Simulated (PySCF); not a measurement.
Al(H)(OH)(SiH3) (AlH5OSi), SMILES [OH][AlH][SiH3].

Coordinates come from a B3LYP-D3(BJ)/def2-TZVP optimisation. One conformer was computed; it need not be the lowest.

All values below come from B3LYP-D3(BJ)/def2-TZVP (PySCF 2.14.0).

Frequencies are harmonic and unscaled.

Q: Estimate the vibrational spectrum. (An estimate is asked for; the answer gives what the named calculation found.)

A: 
```
mode  ν (cm⁻¹)  IR (km/mol)  moving atoms (share of kinetic energy)
----  --------  -----------  --------------------------------------
1           23          0.3                           H 84 %, O 9 %
2          146          4.3        O 43 %, Al 22 %, H 20 %, Si 14 %
3          319          0.4                                  H 96 %
4          371          4.3                Si 42 %, Al 33 %, H 22 %
5          440        155.8                                  H 90 %
6          458         71.4                H 76 %, Al 12 %, Si 11 %
7          511         63.1                         H 76 %, Al 15 %
8          588        179.6                                  H 92 %
9          702        142.8                          H 72 %, O 23 %
10         839        277.9                 O 36 %, H 32 %, Al 31 %
11         889         63.9                   H 75 %, Al 9 %, O 9 %
12         950         47.2                                  H 97 %
13         950         45.4                                  H 98 %
14        1908        248.2                                  H 96 %
15        2190         63.5                                  H 98 %
16        2193         97.8                                  H 96 %
17        2215         89.9                                  H 96 %
18        3889         73.1                                  H 94 %
```
